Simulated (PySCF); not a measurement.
**From a raw peak list to a structure**

Formula C5H10N2. The spectrum was simulated from the full spin Hamiltonian at 500 MHz with 1.0 Hz Lorentzian lines, from shifts rounded to 0.01 ppm and J to 0.1 Hz, couplings under 1 Hz left out.

Maxima in Hz from TMS (height), grouped by integral:
3H: 3251.9 (4), 3235.4 (27), 3230.2 (16), 3229.0 (17), 3213.7 (2), 3212.5 (3), 3199.3 (9), 3198.2 (9), 3191.9 (9), 3190.7 (9)
1H: 1229.3 (2), 1221.6 (5), 1214.0 (8), 1206.2 (8), 1198.6 (5), 1191.0 (2)
6H: 483.8 (100), 476.2 (98)

¹³C{¹H} NMR (computed): δ 152.4 (CH), 133.4 (CH2), 30.8 (CH), 22.0 (CH3).

Method: shieldings: GIAO B97-2/pcSseg-1, J: B3LYP/pcJ-1 (spin–dipole term only in couplings to heteroatoms), PBE0-D3(BJ)/def2-SVP geometry, in PySCF (one conformer, isolated molecule, equivalent nuclei averaged, no relativistic terms).

References, each an isolated molecule treated in the same way: TMS for ¹H and ¹³C.

Question: Analyse the multiplets.

Answer: ¹H NMR (500 MHz, computed): δ 6.48 (m, 1H), 6.45 (m, 1H), 6.39 (dd, J = 7.5, 1.5 Hz, 1H), 2.42 (oct, J = 7.7 Hz, 1H), 0.96 (d, J = 7.7 Hz, 6H). These are first-order names from the parameters used; overlap and second-order distortion can hide them in the list.

Question: What is the compound?

Answer: SMILES CC(/C=N\N=C)C.

Atom-mapped SMILES (the numbers label the heavy atoms): `[CH2:1]=[N:2]/[N:3]=[CH:4]\[CH:5]([CH3:6])[CH3:7]`. Each H is labelled by its parent atom. Ha(C1) is cis to N3; Hb(C1) is trans to N3.

1. δ 6.48: Ha(C1), hydrogen on a C=N carbon, coupled to Hb(C1) (16.5 Hz).
2. δ 6.45: Hb(C1), hydrogen on a C=N carbon, coupled to Ha(C1) (16.5 Hz), H(C4) (1.5 Hz).
3. δ 6.39: H(C4), hydrogen on a C=N carbon, coupled to H(C5) (7.5 Hz), Hb(C1) (1.5 Hz).
4. δ 2.42: H(C5), hydrogen on an sp3 CH, coupled to H(C6)/H(C7) and H(C4) (7.7 Hz).
5. δ 0.96: H(C6)/H(C7), hydrogen on a methyl carbon, coupled to H(C5) (7.7 Hz).

This is the structure that produced the data.

Splittings below 1 Hz are ignored in the labels, and close J values are merged. Unscaled 3J(H,H) at this level run about 10 % above measured values. Shifts are as computed. Against solution values, carbons near 30 ppm lie about +1 ppm off and those near 130 ppm about +2 ppm (rms about the fit 1.9 ppm; single classes can miss by 10 ppm). Of 1328 compounds with measured shifts, 309 miss one by over three times the rms of a fit or turn the order of signals round; such compounds aren't used in these exercises. Signals without a measured value on file couldn't be tested in this way. Couplings across =CH–CH2 type bonds come from one rotamer and its mirror image, and can be 1–2 Hz further off. Vicinal couplings across rotatable single bonds and in flexible rings belong to the one computed conformer; a conformer average would change them.
